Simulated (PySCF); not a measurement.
CH10O2Si3.
SMILES with atom numbers: `[CH3:1][O:2][Si@@H:3]([SiH3:4])[O:5][SiH3:6]` (hydrogens: H7, H8, H9 on C1; H10 on Si3; H11, H12, H13 on Si4; H14, H15, H16 on Si6)

Level: PBE0/pcSseg-1 and PBE0/def2-SVPD in PySCF, non-relativistic, on one gas-phase PBE0-D3(BJ)/def2-SVP geometry that isn't relaxed in the solvent. The solvent is an IEF-PCM continuum (van der Waals radii × 1.2). Only the electrostatic response of the medium enters.

Gas phase at PBE0/pcSseg-1: HOMO -7.93 eV, LUMO -0.14 eV, dipole 1.09 D.

**Question.** What does the continuum do to the energy, the frontier levels and the dipole at PBE0/pcSseg-1 in cyclohexane and chloroform?

**Answer.** 
```tsv
solvent	ε	E(solvent) − E(gas) (kcal/mol)	polarisation term (kcal/mol)	distortion of the solute (kcal/mol)	HOMO (eV)	LUMO (eV)	dipole (D)
cyclohexane	2.017	-0.88	-0.91	0.03	-7.90	-0.09	1.17
chloroform	4.711	-1.63	-1.73	0.10	-7.89	-0.06	1.23
```

The polarisation term is half the interaction of the solute with the surface charges that it induces; the rest is the cost of distorting the solute's density. The sum is the electrostatic part of solvation alone. From cyclohexane to chloroform the lowering changes by a factor 1.84, Onsager's factor (ε − 1)/(2ε + 1) by 1.76 and ε itself by 2.3.

**Question.** Which radius a makes the point-dipole formula ΔE = −[(ε − 1)/(2ε + 1)]·μ²/a³ give the value in chloroform, with the gas-phase dipole?

**Answer.** μ = 0.429 au and |ΔE| = 0.00260 Eh give a = 1.55 Å; the farthest nucleus lies 3.75 Å from the centroid of the nuclei, so such a sphere wouldn't even hold the nuclei. The formula assumes a rigid point dipole at the centre of a sphere.

**Question.** Which Hirshfeld charges (PBE0/pcSseg-1) respond most in chloroform (means over atoms taken as equivalent)?

**Answer.** 
```json
{"atoms": "O2", "environment": "silyl ether oxygen", "gas (e)": "-0.234", "solvent (e)": "-0.242", "change": "-0.008"}
{"atoms": "H7/H8/H9", "environment": "methyl hydrogen", "gas (e)": "+0.043", "solvent (e)": "+0.047", "change": "+0.004"}
{"atoms": "O5", "environment": "siloxane oxygen", "gas (e)": "-0.312", "solvent (e)": "-0.315", "change": "-0.003"}
{"atoms": "Si6", "environment": "oxygen-bound silicon", "gas (e)": "+0.387", "solvent (e)": "+0.389", "change": "+0.002"}
{"atoms": "C1", "environment": "methoxy carbon", "gas (e)": "-0.032", "solvent (e)": "-0.033", "change": "-0.001"}
{"atoms": "H14/H15/H16", "environment": "Si–H hydrogen", "gas (e)": "-0.078", "solvent (e)": "-0.077", "change": "+0.001"}
{"atoms": "H10", "environment": "Si–H hydrogen", "gas (e)": "-0.084", "solvent (e)": "-0.084", "change": "0.000"}
{"atoms": "H11/H12/H13", "environment": "Si–H hydrogen", "gas (e)": "-0.071", "solvent (e)": "-0.071", "change": "0.000"}
```

Gas phase at PBE0/def2-SVPD: HOMO -7.91 eV, LUMO -0.31 eV, dipole 0.87 D.

**Question.** What does the continuum do to the energy, the frontier levels and the dipole at PBE0/def2-SVPD in chloroform?

**Answer.** 
```json
{"solvent": "chloroform", "ε": "4.711", "E(solvent) − E(gas) (kcal/mol)": "-1.34", "polarisation term (kcal/mol)": "-1.44", "distortion of the solute (kcal/mol)": "0.10", "HOMO (eV)": "-7.87", "LUMO (eV)": "-0.24", "dipole (D)": "1.02"}
```

**Question.** How does the static polarisability (PBE0/def2-SVPD, frozen core, with the continuum's full static response) change?

**Answer.** 
```tsv
medium	isotropic (au)	principal values (au)	⟨r²⟩ of the electrons (bohr²)
gas	102.5	90.4, 103.5, 113.5	1415.8
chloroform	125.2	114.1, 124.3, 137.2	1415.3
```

The isotropic value in chloroform is 1.22 times the gas-phase one; no cavity-field correction is applied. ⟨r²⟩ is taken about the centre of nuclear charge.

The values belong to the conformer `[CH3:1][O:2][Si@@H:3]([SiH3:4])[O:5][SiH3:6]`: C1–O2–Si3–Si4 176°, O2–Si3–O5–Si6 -62°.
